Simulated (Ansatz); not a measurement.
Ansatz (a quantum-chemistry and plane-wave program) input (PBE/def2-TZVP):

Ansatz 0.2 input:
```yaml
crystal:
  periodic: [false, false, false]
  atoms:
    - {symbol: C, position_ang: [0.00000000, 0.00000000, 0.00000000]}
basis:
  gaussian:
    orbitals: def2-TZVP
hamiltonian:
  xc: {name: PBE}
magnetization: {spin_polarized: true, initial_magnetization: 2}
scf: {lower_state_search: full}
```

Output:

```
Functional definition: PBE
integrals: 0.00 GiB planned
180 factors; their error is unknown
mean field: 0.08 GiB planned
mean field evaluation 1: about -1028.2214 eV, gradient 6.5e0 eV
mean field evaluation 2: about -1028.3522 eV, gradient 4.6e0 eV
mean field evaluation 4: about -1028.4834 eV, gradient 1.5e-2 eV
mean field evaluation 8: about -1028.4807 eV, gradient 1.4e-4 eV
mean field evaluation 16: about -1028.4806 eV, gradient 1.3e-1 eV
mean field evaluation 32: about -1028.4807 eV, gradient 6.9e-5 eV
mean field evaluation 64: about -1028.4807 eV, gradient 8.4e-4 eV
mean field -1028.48071004 eV, -37.7959689648 hartree, gradient 9.0e-6 eV, S^2 2.002882; 9 other end points of the search recorded, 0 dependent functions left out
reference -1028.48073723 eV, -37.7959699639 hartree; 4, 2 occupied and 27, 29 virtual orbitals, 180 factors
Total energy: -1028.48073723 eV, -37.7959699639 hartree
```
